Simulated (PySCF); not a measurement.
Two-component Hartree-Fock for In (indium, neutral)

Start: [Kr] 4d10 5s2 5p1; 5p1/2 filled at m_j = +1/2. Calculated with PySCF 2.14 in x2c-SVPall-2c (6s8p4d, 50 functions): generalised Hartree-Fock with the X2C-1e Hamiltonian and a Gaussian nucleus; one run each with spin-orbit coupling (SO) switched off, then screened by Boettger's factors.

```
spinor shell  electrons  ε, spin-free (eV)  ε, screened SO (eV)  weight of nominal j (screened SO)  rms radius, screened SO (bohr)
       1s1/2          2           -28077.8             -28075.3                              1.000                          0.0341
       2s1/2          2            -4294.3              -4293.5                              1.000                           0.139
       2p1/2          2            -3848.5              -3994.7                              1.000                           0.120
       2p3/2          4            -3848.5              -3781.2                              1.000                           0.125
       3s1/2          2            -854.17              -853.87                              1.000                           0.371
       3p1/2          2            -704.30              -731.45                              1.000                           0.364
       3p3/2          4            -704.30              -691.57                              1.000                           0.376
       3d3/2          4            -472.05              -476.56                              1.000                           0.351
       3d5/2          6            -472.05              -468.66                              1.000                           0.353
       4s1/2          2            -144.66              -144.49                              1.000                           0.907
       4p1/2          2            -97.592              -102.24                              1.000                           0.972
       4p3/2          4            -97.592              -95.241                              1.000                           0.999
       4d3/2          4            -27.648              -28.061                              0.999                            1.28
       4d5/2          6            -27.648              -27.134                              1.000                            1.28
       5s1/2          2            -10.769              -10.698                              0.997                            2.92
       5p1/2          1             -5.457               -5.657                              0.986                            3.80
```

| quantity | spin-free | screened SO |
| --- | --- | --- |
| E (hartree) | -5877.02498 | -5878.28336 |
| M_J | 1/2 | 1/2 |
| ⟨J²⟩ | 1.065 | 0.806 |
| ⟨L²⟩ | 2.041 | 2.054 |
| ⟨S²⟩ | 0.764 | 0.777 |

⟨J²⟩ departs a little from M_J(M_J + 1) because the unrestricted spinors polarise the closed shells.

Breit and QED terms are absent; they matter most for the inner s and p1/2 levels.

Densities and radii are taken from the X2C orbitals without a picture-change correction, which distorts them close to the nucleus.

Without spin-orbit coupling the j labels of p, d and f shells carry no meaning; the spin-free column gives the mean over the occupied spinors of each nl shell, and its ⟨J²⟩ belongs to a mixture of degenerate components.
